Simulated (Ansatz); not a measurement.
Reaction (ligand exchange at the Sn–C bond): `C[CH2][Sn][CH2]C` + HCl → `C[CH2][Sn][Cl]` + ethane

Calculated with Ansatz (gas phase, PBE0-D4/def2-TZVP geometries, no zero-point term in ΔE). CCSD(T)/CBS adds triple-zeta CCSD(T) − MP2 to the extrapolated MP2 energy (def2 sets, frozen cores). This one scheme is used for every species. DFT in def2-TZVPP. B3LYP here is the variant with VWN-RPA as its local correlation; programs differ in this. Elements past krypton have def2 core potentials. For Sn outer-core shells are correlated without core-valence functions, which leaves a few kJ/mol of doubt a bond. One conformer a species, not always the lowest.

| level | ΔE (eV) |
| --- | --- |
| ωB97X-V | -1.91 |
| PBE | -1.95 |
| B3LYP | -2.05 |
| CCSD/def2-SVP | -1.85 |
| CCSD(T)/def2-SVP | -1.82 |
| SCS-MP2/def2-TZVPP | -1.82 |
| HF/CBS(def2) | -2.15 |
| CCSD/CBS(def2) | -1.87 |

(1) What does CCSD(T)/CBS give? (Estimate.)

Largest T1 diagnostic among the species: 0.013.

Results:

(1) Ansatz gave: -1.83 eV. The listed levels differ from it by -0.08, -0.12, -0.22, -0.02, 0.01, 0.01, -0.32, -0.04 eV.

The D4 term adds +0.10 eV with B3LYP and +0.06 eV with PBE0; it sums over pairs of atoms, weighted by their polarisabilities, and B3LYP, whose exchange is more repulsive, gets the larger term. In def2-TZVPP, CCSD(T) changes the Hartree–Fock value by +0.39 eV (the triples alone add +0.04 eV) and MP2 by +0.36 eV.
